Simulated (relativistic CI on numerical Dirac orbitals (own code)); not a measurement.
## What each ingredient does to the levels of Xe XLVII

Base calculation: Dirac-Coulomb-Breit CI, orbitals from a KLI potential per configuration, model QED (radiative potential, 1s self-energy scaled to tabulated hydrogen-like ionisation energies), unscaled Slater integrals.

Configuration list (outside the closed core 1s2): 2s2.2p4, 2s.2p5, 2p6, 2p5.3s, 2p5.3p, 2p5.3d, 2s2.2p3.3s, 2s2.2p3.3p, 2s2.2p3.3d, 2s.2p4.3s, 2s.2p4.3p, 2s.2p4.3d, 2s2.2p3.4s, 2s2.2p3.4p, 2s2.2p3.4d, 2s2.2p3.4f. Levels of other configurations are missing.

Variants: (1) one mean potential for all configurations. Shifts of the energy above 2s2.2p4 3P_2, in eV, for the lowest level and the first level of each name with at least 55 % of one term (blank where a level changes its place among those of its configuration and J or its character, or is not in the variant):

| Level | Base | Δ(1) |
| --- | --- | --- |
| 2s2.2p4 3P_2 | 0.00 | 0.00 |
| 2s2.2p4 1S_0 | 38.06 | -0.01 |
| 2s2.2p4 3P_1 | 334.17 | +0.05 |
| 2s2.2p4 1D_2 | 351.02 | +0.05 |
| 2s.2p5 3P°_2 | 595.06 | +0.15 |
| 2s2.2p4 3P_0 | 698.99 | +0.11 |
| 2s.2p5 3P°_0 | 937.21 | +0.15 |
| 2p6 1S_0 | 1276.84 | +0.37 |
| 2s2.2p3.3p 3P_0 | 4662.61 | +1.11 |
| 2s2.2p3.3d 3P°_0 | 4718.15 | +0.68 |
| 2s2.2p3.3s 3D°_3 | 4796.56 | +1.36 |
| 2s2.2p3.3s 1D°_2 | 4801.60 | +1.45 |
| 2s2.2p3.3s 3P°_0 | 4826.79 | +1.02 |
| 2s2.2p3.3s 3P°_1 | 4829.78 | +1.06 |
| 2s2.2p3.3p 3D_1 | 4901.18 | +0.89 |
| 2s2.2p3.3p 3F_4 | 4967.44 | +1.29 |
| 2s.2p4.3s 5P_3 | 4999.92 | +0.93 |
| 2s2.2p3.3d 3G°_4 | 5054.41 | +1.34 |

At this charge energies of transitions that change n are usually good to better than 1 %, and those within a shell (Δn = 0) to a few per cent.

Ionisation energy from the two ground configurations alone: base 8143.43 eV. The NIST ASD value (theoretical) is 8144 eV.

LS names give the leading component of a level, which can be under half, so a name can repeat, a term be missing and a line seem to break the LS rules.
